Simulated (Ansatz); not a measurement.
Reaction (SMILES): O[Si](F)(F)F -> O[Si](F)F + F atom (the F-Si bond at the site shown breaks; other sites are not compared here)
Geometries: B3LYP-D3(BJ)/def2-TZVP minima from Ansatz (a program for electronic structure), one conformer each, not searched for the lowest. Frequencies are from Ansatz.

Quantity: bond dissociation energy (0 K, with B3LYP-D3(BJ) harmonic zero-point energies), in kcal/mol. Valence correlation only, unless marked. UHF or UKS for open shells. Spin-orbit coupling is left out. Non-relativistic unless marked X2C. Basis-set limits of correlation are two-point, X^-3; Hartree-Fock from the larger set. [CCSD(T)-MP2]/basis is that difference in the basis named.

```json
[
 {"level": "PBE-D3(BJ)/def2-TZVPD", "program": "Ansatz + dftd3", "bond dissociation energy (kcal/mol)": "157.8"}
]
```

Problem. Estimate the value at RI-MP2/CBS(cc-pV(T+d)Z,cc-pV(Q+d)Z)+[CCSD(T)-MP2]/cc-pV(T+d)Z as computed with Ansatz.

Solution. 166.1 kcal/mol, so PBE-D3(BJ)/def2-TZVPD differs from it by -8.3 kcal/mol.
